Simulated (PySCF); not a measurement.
Isomers of C4H11FOSi3, mass 178.010 u with the commonest isotopes. Theory: PBE0/pcSseg-1 in PySCF (dipole) on a GFN2-xTB geometry, gas phase. One conformer each, none proved a minimum here; rigid rotors.

Question: Order these by rotational constant A, smallest first.
A. `[CH2:1]=[CH:2][SiH2:3]/[C:4]([F:5])=[CH:6]/[SiH2:7][O:8][SiH3:9]` with C1–C2–Si3–C4 121°, C2–Si3–C4–F5 -61°, C4–C6–Si7–O8 -175°, C6–Si7–O8–Si9 6°
B. `[CH3:1][Si@@H:2]1[CH2:3][Si@@H:4]([C:5](=[O:6])[SiH3:7])[C@@H:8]1[F:9]` with C3–Si4–C5–O6 38°
C. `[CH2:1]=[C:2]([F:3])[Si:4]1([CH2:5][CH3:6])[SiH2:7][O:8][SiH2:9]1` with C1–C2–Si4–C5 7°, C2–Si4–C5–C6 71°

Answer: C (1161 MHz), B (2066 MHz), A (2509 MHz).

Question: Order these by rotational constant C, largest first.
A. `[CH3:1][Si@@H:2]1[CH2:3][Si@@H:4]([C:5](=[O:6])[SiH3:7])[C@@H:8]1[F:9]` with C3–Si4–C5–O6 38°
B. `[CH2:1]=[C:2]([F:3])[Si:4]1([CH2:5][CH3:6])[SiH2:7][O:8][SiH2:9]1` with C1–C2–Si4–C5 7°, C2–Si4–C5–C6 71°
C. `[CH2:1]=[CH:2][SiH2:3]/[C:4]([F:5])=[CH:6]/[SiH2:7][O:8][SiH3:9]` with C1–C2–Si3–C4 121°, C2–Si3–C4–F5 -61°, C4–C6–Si7–O8 -175°, C6–Si7–O8–Si9 6°

Answer: B (631.3 MHz), A (450.7 MHz), C (298.1 MHz).

Question: Order these by dipole moment, largest first.
A. `[CH3:1][Si@@H:2]1[CH2:3][Si@@H:4]([C:5](=[O:6])[SiH3:7])[C@@H:8]1[F:9]` with C3–Si4–C5–O6 38°
B. `[CH2:1]=[CH:2][SiH2:3]/[C:4]([F:5])=[CH:6]/[SiH2:7][O:8][SiH3:9]` with C1–C2–Si3–C4 121°, C2–Si3–C4–F5 -61°, C4–C6–Si7–O8 -175°, C6–Si7–O8–Si9 6°
C. `[CH2:1]=[C:2]([F:3])[Si:4]1([CH2:5][CH3:6])[SiH2:7][O:8][SiH2:9]1` with C1–C2–Si4–C5 7°, C2–Si4–C5–C6 71°

Answer: C (3.36 D), B (1.89 D), A (1.60 D).

```tsv
SMILES	point group	Ia (u·Å²)	Ib (u·Å²)	Ic (u·Å²)	κ	μa (D)	μb (D)	μc (D)
C=C(F)[Si]1(CC)[SiH2]O[SiH2]1	C1	435.18	653.92	800.48	-0.47	2.65	1.83	0.94
C[Si@@H]1C[Si@@H](C(=O)[SiH3])[C@@H]1F	C1	244.62	1026.00	1121.30	-0.95	0.08	0.48	1.52
C=C[SiH2]/C(F)=C/[SiH2]O[SiH3]	C1	201.42	1578.53	1695.13	-0.98	0.94	1.63	0.20
```
